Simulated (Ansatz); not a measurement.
Compare A (`c1cc[se]c1`) with its isomer B (`C=CC#C[SeH]`).

Isolated molecules relaxed with PBE0-D4/def2-TZVP in Ansatz; ΔE leaves out vibrations. CBS: MP2 limit from def2 TZ/QZ plus the TZ coupled-cluster correction, frozen cores. Functionals use def2-TZVPP. B3LYP here is the variant with VWN-RPA as its local correlation; programs differ in this. For Se outer-core shells are correlated without core-valence functions, which leaves a few kJ/mol of doubt a bond. Scalar relativity is left out up to krypton. One conformer a species, not always the lowest.

A:

Z-matrix (Å, degrees):
```
C
C 1 1.357
C 1 1.423 2 114.8
H 1 1.083 2 122.4 3 -180.0
Se 2 1.851 1 111.4 3 -0.0
H 2 1.079 1 127.7 3 180.0
C 3 1.357 1 114.8 2 0.0
H 3 1.083 1 122.8 2 -180.0
H 7 1.079 3 127.7 1 180.0
```

B:

```xyz
9

C    -0.533   -0.846    1.674
C    -0.274   -1.084    0.387
C     0.110   -0.104   -0.555
C     0.441    0.720   -1.376
Se    0.940    1.855   -2.704
H    -0.462    0.150    2.093
H    -0.822   -1.653    2.336
H    -0.355   -2.097    0.001
H     0.954    3.059   -1.856
```

Which isomer does CCSD(T)/CBS put lower? Give the gap. (An estimate is asked.)

Computed: A, by 204.0 kJ/mol.

Give E(B) − E(A) in kJ/mol with r2SCAN-D4, PBE-D4, CCSD/def2-TZVPP, PBE0-D4, CCSD(T)/def2-TZVPP, HF/def2-TZVPP, B3LYP-D4. (An estimate is asked.)

Ansatz gave: r2SCAN-D4 211.7, PBE-D4 209.7, CCSD/def2-TZVPP 193.7, PBE0-D4 218.5, CCSD(T)/def2-TZVPP 201.0, HF/def2-TZVPP 162.5, B3LYP-D4 190.7. None reverses the order clearly.

Largest T1 diagnostic: 0.012.

The D4 term adds +10.3 kJ/mol with B3LYP and +4.8 kJ/mol with PBE0; it sums over pairs of atoms, weighted by their polarisabilities, and B3LYP, whose exchange is more repulsive, gets the larger term. From PBE to PBE0 (25 % exact exchange), in def2-TZVPP and without D4, E(B) − E(A) moves by +10.1 kJ/mol.
